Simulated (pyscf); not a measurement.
# H₃Ge–GeH(GeH₃)–GeH₃, singlet

Gas-phase minimum from PySCF at ωB97X-D3(BJ)/def2-SVP, one conformer. 

```
Ge
H 1 1.5389
Ge 1 2.4017 2 109.97
H 3 1.5374 1 110.97 2 60.45
H 3 1.5374 4 108.81 1 122.35
H 3 1.5380 4 108.56 5 117.98
Ge 1 2.4017 2 109.95 3 120.02
H 7 1.5374 1 110.95 2 60.51
H 7 1.5374 8 108.81 1 122.35
H 7 1.5380 8 108.56 9 117.98
Ge 1 2.4017 2 110.00 7 119.99
H 11 1.5374 1 110.98 2 -60.53
H 11 1.5374 12 108.81 1 -122.38
H 11 1.5380 12 108.56 13 -117.98
```
Charge 0, spin multiplicity 1.

Properties at ωB97X-D3(BJ)/def2-SVP:

```yaml
harmonic_wavenumbers_unscaled: 55, 55, 65, 70, 75, 75, 234, 305, 305, 418, 418, 441, 511, 511, 511, 663, 663, 812, 812, 849, 902, 904, 904, 908, 908, 909, 2157, 2176, 2176, 2178, 2178, 2178, 2182, 2182, 2182, 2185 cm⁻¹
zero_point_energy: 50.1 kcal/mol
rotational_symmetry_number: 3
Entropy of this conformer at 298 K and 1 atm, rigid rotor and harmonic oscillator, modes under 100 cm⁻¹ raised to 100: 436.3 J/(mol K)
dipole_moment: 0.18 D
```

Single-point totals, which compare only within one level:

| level | total energy (hartree) |
|---|---|
| ωB97X-D3(BJ)/def2-TZVP | -8313.89779 |
| PBE/def2-TZVP | -8312.75076 |
| r²SCAN/def2-TZVP | -8314.00088 |
| B3LYP-D3(BJ)/def2-TZVP | -8314.25993 |
| PBE0-D3(BJ)/def2-TZVP | -8312.99675 |
| M06-2X/def2-TZVP | -8314.01698 |
| ωB97M-D3(BJ)/def2-TZVP | -8314.11480 |

Soft torsions are taken as harmonic, which can shift the entropy by several J/(mol K). Elements up to Kr have no core potential and no relativistic terms here.
